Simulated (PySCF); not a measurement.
C$_{3}$H$_{9}$Al, charge +1, doublet, geometry from GFN2-xTB (such geometries of metal compounds can be far from the true shape) (a state made from the parent by changing its charge; the spin is typed, not shown lowest). Base run: PBE0/6-31G in PySCF.

Here is a job for PySCF.
```python
from pyscf import gto, scf, dft, solvent

mol = gto.Mole()
mol.atom = '''
    Al   -0.11446172   -0.10940465   -0.01753769
    C    -1.49979537   -1.50778230   -0.16361042
    H    -1.86089450   -1.59921117   -1.19653186
    H    -2.36761923   -1.28415976    0.46986154
    H    -1.10113011   -2.48218764    0.14955772
    C     0.09120760    1.68536529   -0.95856661
    H     1.10890985    1.76911991   -1.35021528
    H    -0.09634888    2.48298583   -0.23549792
    H    -0.63939284    1.72991558   -1.76839092
    C     1.55967924   -0.03224286    1.14475683
    H     1.61596175    0.94678499    1.62780941
    H     2.43346165   -0.18571649    0.50690658
    H     1.48850597   -0.82731147    1.88901192
'''
mol.basis = '6-31g'
mol.charge = 1
mol.spin = 1
mol.verbose = 4
mol.build()

mf = dft.UKS(mol)
mf.xc = 'pbe0'
mf.kernel()
mf.analyze()
```

Each row names what was changed in the base input (with any setting that the change needs).

```
change                                                   ΔE vs base (kJ/mol)
-------------------------------------------------------  -------------------
base                                                                    0.00
model = IEF-PCM; solvent = methanol; vdw_scale = 1.4                  -210.5
model = COSMO; solvent = methanol                                     -239.5
model = IEF-PCM; solvent = methanol                                   -242.9
model = IEF-PCM; solvent = n-hexane                                   -114.5
model = IEF-PCM; solvent = chloroform                                 -195.3
model = C-PCM; solvent = methanol                                     -243.2
model = IEF-PCM; solvent = methanol; vdw_scale = 1.1                  -267.6
model = ddCOSMO; solvent = methanol                                   -220.3
model = IEF-PCM; solvent = dimethylsulfoxide                          -245.4
model = IEF-PCM; solvent = methanol; r_probe = 0.5                    -196.3
model = IEF-PCM; solvent = methanol; lebedev_order = 11               -242.2
```

The base is the gas phase, so ΔE is the electrostatic part of solvation at a fixed geometry, without cavity and dispersion terms.

Open shells are given as the SCF converged; they aren't shown to be the lowest states, and a large step between rows can be another state.
